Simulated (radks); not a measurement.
The numbers below are computed, except where a source is named.
Species: Ce VI. Configuration: [Kr] 4d10 5s2 5p5. Level of theory: Dirac Kohn-Sham, LDA (Slater exchange, Perdew-Wang correlation), spin-unpolarised, spherical densities, finite nucleus; open shells fill j = l - 1/2 first; Fermi nuclear charge, rms radius 4.8771 fm (a radial shooting solver on a logarithmic mesh with Libxc functionals).

Radial electron density D(r) = 4 pi r^2 rho(r):

```
   r/bohr * D(r) (the largest magnitude, 99, reaches the edge; | marks zero)
 0.002081 |    *
 0.002582 |      *
  0.00323 |         *
 0.004009 |             *
 0.005016 |                 *
 0.006225 |                      *
 0.007788 |                            *
 0.009666 |                                  *
  0.01209 |                                       *
  0.01501 |                                          *
  0.01878 |                                          *
   0.0233 |                                        *
  0.02916 |                                     *
  0.03618 |                                     *
  0.04527 |                                         *
  0.05618 |                                                *
  0.07029 |                                                      *
  0.08724 |                                                     *
   0.1091 |                                             *
   0.1355 |                                        *
   0.1695 |                                           *
   0.2103 |                                               *
   0.2631 |                                         *
   0.3266 |                          *
   0.4086 |                 *
   0.5071 |                  *
   0.6344 |                   *
   0.7873 |             *
    0.985 |       *
    1.222 |    *
    1.529 |   *
    1.898 | *
    2.375 |*
    2.947 *
    3.687 *
    4.576 *
```

D(r) has 4 maxima, at r = 0.0172, 0.0761, 0.214, 0.590 bohr, and minima at 0.0334, 0.141, 0.436 bohr, inside which lie 2.02, 11.20, 29.01 electrons.
